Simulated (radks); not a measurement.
Tb VIII, 58 electrons, occupied as [Kr] 4d10 4f7 5s2 5p3. All-electron calculation, non-relativistic Kohn-Sham, PBEsol, spin-polarised, spherical densities, point nucleus; open shells are filled with parallel spins first (spin-orbit coupling, left out, can overturn this in heavy ions); relativity is left out, which matters for an element this heavy. Program: a radial shooting solver on a logarithmic mesh with Libxc functionals.

Radial electron density D(r) = 4 pi r^2 rho(r):

```
   r/bohr * D(r) (the largest magnitude, 113, reaches the edge; | marks zero)
 0.002645 |     *
   0.0035 |        *
 0.004593 |             *
 0.006029 |                   *
 0.007978 |                          *
  0.01047 |                                 *
  0.01374 |                                      *
  0.01819 |                                       *
  0.02387 |                                     *
  0.03133 |                                   *
  0.04146 |                                       *
  0.05441 |                                                *
  0.07142 |                                                      *
   0.0945 |                                                 *
    0.124 |                                          *
   0.1628 |                                              *
   0.2154 |                                              *
   0.2828 |                              *
   0.3712 |                    *
   0.4872 |                        *
   0.6446 |                    *
   0.8461 |          *
    1.111 |    *
    1.469 |  *
    1.929 |*
    2.532 *
     3.35 *
```

D(r) has 4 maxima, at r = 0.0172, 0.0720, 0.190, 0.515 bohr, and minima at 0.0311, 0.128, 0.371 bohr, inside which lie 1.97, 11.43, 29.55 electrons.
